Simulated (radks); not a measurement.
Values are calculated unless marked as measured or tabulated.
The potassium anion K-, [Ar] 4s2, held by a Watson sphere: a shell of charge +1 at radius R that stands for the Madelung well of a crystal (potential energy -1/R inside, -1/r outside, in hartree with lengths in bohr). Code: a radial shooting solver on a logarithmic mesh with Libxc functionals. Model: scalar-relativistic Kohn-Sham, PBE, spin-polarised, spherical densities, point nucleus. Response by self-consistent Sternheimer equations with the Hartree and adiabatic LDA kernel, the relativistic mass of each level held fixed and spin-orbit coupling left out. The sphere does not respond.

R (bohr)	e(3s) (eV)	e(3p) (eV)	e(4s) (eV)	<r> 4s (bohr)	sum of <r^2> (bohr^2)	X-ray form factor at sin(theta)/lambda = 0.2 1/angstrom	alpha (bohr^3)
2.6	-37.617	-21.138	-3.577	4.254	61.23	13.663	180.2
3.5	-35.893	-19.414	-3.406	4.489	65.82	13.660	214.5
4.19	-35.231	-18.739	-3.216	4.721	70.52	13.679	256.5
4.79	-34.888	-18.386	-3.035	4.928	75.00	13.696	301.5
4.81	-34.879	-18.377	-3.029	4.935	75.16	13.697	303.1
